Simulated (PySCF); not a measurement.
**LDA on Sr+ (strontium, charge +1)**

Configuration: [Kr] 4d1, 2D determinant (an excited configuration). All numbers are calculated (PySCF 2.14, the spin-free X2C one-electron Hamiltonian (Gaussian nucleus), in aug-cc-pVQZ-X2C).

- Total energy: -3174.83 hartree
- One-electron energy: -4390.89 hartree
- Hartree (Coulomb) energy: 1317.74 hartree
- Exchange-correlation energy: -101.69 hartree
- ⟨S²⟩: 0.7502
- ⟨L²⟩: 6.004
- Sum of ⟨r⟩: 25.48 bohr
- Sum of ⟨r²⟩: 38.19 bohr²
- Traceless quadrupole moment −½Σ⟨3z² − r²⟩ along its main axis: 3.21 e·bohr²
- Langevin diamagnetic susceptibility: -30.2 ×10⁻⁶ cm³/mol

| shell | electrons | mean orbital energy (hartree) | spread (hartree) | rms radius, mean of both spins (bohr) |
| --- | --- | --- | --- | --- |
| 1s β | 1 | -584.11876 | 0 | 0.0451 |
| 1s α | 1 | -584.11874 | 0 | 0.0451 |
| 2s α | 1 | -79.26478 | 0 | 0.187 |
| 2s β | 1 | -79.26362 | 0 | 0.187 |
| 2p α | 3 | -70.52856 | 0.00179 | 0.166 |
| 2p β | 3 | -70.52767 | 0.00259 | 0.166 |
| 3s α | 1 | -12.36718 | 0 | 0.528 |
| 3s β | 1 | -12.36623 | 0 | 0.528 |
| 3p α | 3 | -9.54531 | 0.00505 | 0.538 |
| 3p β | 3 | -9.54430 | 0.00606 | 0.538 |
| 3d α | 5 | -4.86545 | 0.00503 | 0.550 |
| 3d β | 5 | -4.86409 | 0.00721 | 0.550 |
| 4s α | 1 | -1.66932 | 0 | 1.45 |
| 4s β | 1 | -1.65956 | 0 | 1.45 |
| 4p α | 3 | -1.01021 | 0.01028 | 1.69 |
| 4p β | 3 | -0.99786 | 0.02160 | 1.69 |
| 4d α | 1 | -0.22737 | 0 | 3.35 |

Densities and radii are taken from the X2C orbitals without a picture-change correction, which distorts them close to the nucleus.
